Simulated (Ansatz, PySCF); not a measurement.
Gas-phase reaction in SMILES: ClI → Cl atom + I atom (the Cl-I bond breaks)

Property: bond dissociation energy (enthalpy at 298 K), in kcal/mol. Set-up: six Cartesian d functions in 6-31G* and its kin unless marked 5d; def2 sets with scalar-relativistic core potentials past Kr; spin-orbit terms left out; STO-3G and 3-21G all-electron and non-relativistic; open shells spin-unrestricted; LANL2DZ with its own core potentials from Na on; frozen cores in correlated levels (noble-gas shells and the d and f shells of earlier blocks). Ab initio and DFT rows: single points at B3LYP-D3(BJ) geometries (Ansatz, an electronic-structure program), with unscaled harmonic terms from B3LYP/6-31G* (LANL2DZ past Ar) at its own minima.

Measured values: Active Thermochemical Tables 1.112 (ions: stationary electron), as tabulated in the package chemicals; they hold spin-orbit and core effects, anharmonicity. 

Value to compare with, the measured value: 50.4 kcal/mol.

```tsv
level	program	bond dissociation energy (enthalpy at 298 K) (kcal/mol)	error
HF/STO-3G	Ansatz	32.4	-18.0
HF/LANL2DZ	Ansatz	-1.6	-52.0
HF/6-31G* with LANL2DZ past Ar	Ansatz	5.2	-45.2
PBE/LANL2DZ	Ansatz	38.1	-12.3
PBE/def2-SVP	Ansatz	56.7	6.3
BP86/6-31G* with LANL2DZ past Ar (5d)	PySCF	45.3	-5.1
B3LYP/3-21G	Ansatz	34.4	-16.0
B3LYP/LANL2DZ	Ansatz	29.9	-20.5
B3LYP/6-31G* with LANL2DZ past Ar	Ansatz	38.4	-12.0
MP2/STO-3G	Ansatz	41.9	-8.5
MP2/3-21G	Ansatz	20.7	-29.7
MP2/LANL2DZ	Ansatz	16.4	-34.0
MP2/6-31G* with LANL2DZ past Ar	Ansatz	29.7	-20.7
B3LYP/def2-TZVPD	Ansatz	52.5	2.1
B3LYP-D3(BJ)/def2-TZVPD	Ansatz + dftd3	54.4	4.0
```

1 of the 13 habitual levels lie above the measured value; their mean absolute error is 21.6 kcal/mol, the median 18.0.

The levels are drawn from those run, B3LYP/6-31G* more often than the rest, none by its result; runs whose electronic state is in doubt are left out.
